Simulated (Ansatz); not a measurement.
CH4FOSn, SMILES `[CH3][SnH]([O])[F]` radical at its PBE0-D4/def2-TZVP geometry, where that method's forces vanish. The species carries charge 0 and has multiplicity 2. Sn takes the def2 core potential.

```xyz
8

C    -0.9098   -0.5908    0.4809
Sn    0.6158    0.5337   -0.4617
O     1.5201    1.6311    0.9146
F     1.9180   -0.7532   -1.0506
H    -0.4627   -1.1638    1.2921
H    -1.6741    0.0765    0.8769
H    -1.3504   -1.2711   -0.2469
H     0.3432    1.5375   -1.8052
```

(1) What forces (eV/Å) does r2SCAN-D4/def2-TZVPP give on these atoms in Ansatz? (Best estimate.)

## Answers

(1) The calculation gave: 
```
C1  -0.096 -0.077  0.064
Sn2 -0.017  0.106 -0.020
O3   0.013  0.016  0.032
F4   0.062 -0.080 -0.030
H5  -0.003  0.021 -0.023
H6   0.027 -0.015 -0.013
H7   0.018  0.019  0.012
H8  -0.004  0.010 -0.022
```
